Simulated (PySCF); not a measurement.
C4H4ClF, SMILES ClCC(F)=C=C. Coordinates come from a PBE-D3(BJ)/def2-SVP optimisation. The structure was generated by enumeration, and PubChem lists no compound with its InChIKey, so it may never have been made. One conformer was computed; it need not be the lowest.

Problem. Give the equilibrium geometry at PBE-D3(BJ)/def2-SVP (PySCF confirms it by a frequency run) as Cartesian coordinates in Å. (Estimate from the structure and the level; the computed values follow.)

Solution. Several could match; the one computed here: 
```xyz
10

C      2.5153    -0.2036    -1.5436
C      1.4126    -0.4155    -0.8589
C      0.2830    -0.6018    -0.1944
F      0.1841    -1.5367     0.7805
C     -0.9784     0.1540    -0.4356
Cl    -1.4330     1.1875     0.9862
H      2.7266    -0.7397    -2.4870
H      3.2797     0.5167    -1.1986
H     -1.8225    -0.5469    -0.5926
H     -0.8746     0.8133    -1.3160
```
Charge 0, spin multiplicity 1.
